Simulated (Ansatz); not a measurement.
`C/N=C/N[SiH3]` + `S[SiH2]S` → `[SiH3]S[SiH2]S` + `C/N=C\N`  (ligand exchange at the Si–N bond)

Program: Ansatz. Geometries: PBE0-D4/def2-TZVP. ΔE: electronic, gas phase. CCSD(T)/CBS adds triple-zeta CCSD(T) − MP2 to the extrapolated MP2 energy (def2 sets, frozen cores). Double bonds are as drawn, so ΔE can hold a change between cis and trans. DFT in def2-TZVPP. B3LYP here is the variant with VWN-RPA as its local correlation; programs differ in this. Each species was taken in one conformer, which may not be the lowest.

`C/N=C/N[SiH3]`:

Z-matrix (Å, degrees):
```
C
N 1 1.435
H 1 1.094 2 110.0
H 1 1.101 2 113.3 3 121.3
H 1 1.094 2 110.0 3 -117.4
C 2 1.264 1 118.8 3 -121.3
N 6 1.366 2 120.0 1 180.0
H 6 1.099 2 123.7 1 -0.0
Si 7 1.747 6 119.2 2 -0.0
H 7 1.004 6 117.5 2 -180.0
H 9 1.481 7 111.9 6 -62.2
H 9 1.482 7 111.9 6 62.2
H 9 1.488 7 103.7 6 -180.0
```

`S[SiH2]S`:

Cartesian coordinates in Å:
```
S -1.719 -0.474 0.280
Si 0.301 0.222 0.336
S 1.550 -1.223 -0.598
H -2.242 0.761 0.376
H 0.355 1.548 -0.327
H 0.842 0.327 1.712
H 0.913 -1.161 -1.780
```

`[SiH3]S[SiH2]S`:

```xyz
10

Si   -0.782   -0.804   -1.315
S    -0.102   -1.654    0.525
Si    0.851    0.090    1.305
S    -0.382    1.833    1.385
H    -0.925   -1.922   -2.278
H    -2.083   -0.114   -1.147
H     0.222    0.172   -1.819
H     1.203   -0.249    2.702
H     2.051    0.413    0.497
H    -0.056    2.234    0.145
```

`C/N=C\N`:

```xyz
10

C    -0.678    1.115    0.453
N    -1.056    0.052   -0.445
C    -0.206   -0.867   -0.641
N     1.033   -0.999   -0.074
H    -1.486    1.843    0.519
H    -0.476    0.749    1.470
H     0.220    1.656    0.114
H    -0.472   -1.688   -1.308
H     1.443   -0.209    0.392
H     1.678   -1.652   -0.481
```

| level | ΔE (kcal/mol) | difference from CCSD(T)/CBS |
| --- | --- | --- |
| PBE-D4 | -2.3 | -2.1 |
| r2SCAN-D4 | -1.2 | -1.0 |
| PBE0-D4 | -1.9 | -1.7 |
| B3LYP-D4 | 0.2 | 0.4 |
| ωB97X-V | 0.0 | 0.2 |
| ωB97M-V | 0.0 | 0.2 |
| B2PLYP | 1.1 | 1.3 |
| PBE | -1.5 | -1.3 |
| r2SCAN | -1.1 | -0.9 |
| PBE0 | -1.2 | -1.0 |
| B3LYP | 1.6 | 1.8 |
| HF/def2-TZVPP | 3.6 | 3.8 |
| MP2/def2-TZVPP | -0.1 | 0.1 |
| SCS-MP2/def2-TZVPP | 1.2 | 1.4 |
| CCSD/def2-TZVPP | 1.4 | 1.6 |
| CCSD(T)/def2-TZVPP | 0.7 | 0.9 |
| HF/def2-QZVPP | 3.8 | 4.0 |
| MP2/def2-QZVPP | -0.6 | -0.4 |
| SCS-MP2/def2-QZVPP | 0.7 | 0.9 |
| HF/CBS(def2) | 3.8 | 4.0 |
| MP2/CBS(def2) | -1.0 | -0.8 |
| CCSD/CBS(def2) | 0.5 | 0.7 |
| CCSD(T)/CBS | -0.2 | 0 |

Largest T1 diagnostic among the species: 0.013.

The D4 term adds −1.4 kcal/mol with B3LYP and −0.7 kcal/mol with PBE0; it sums over pairs of atoms, weighted by their polarisabilities, and B3LYP, whose exchange is more repulsive, gets the larger term. In def2-TZVPP, CCSD(T) changes the Hartree–Fock value by −2.9 kcal/mol (the triples alone add −0.7 kcal/mol) and MP2 by −3.6 kcal/mol.
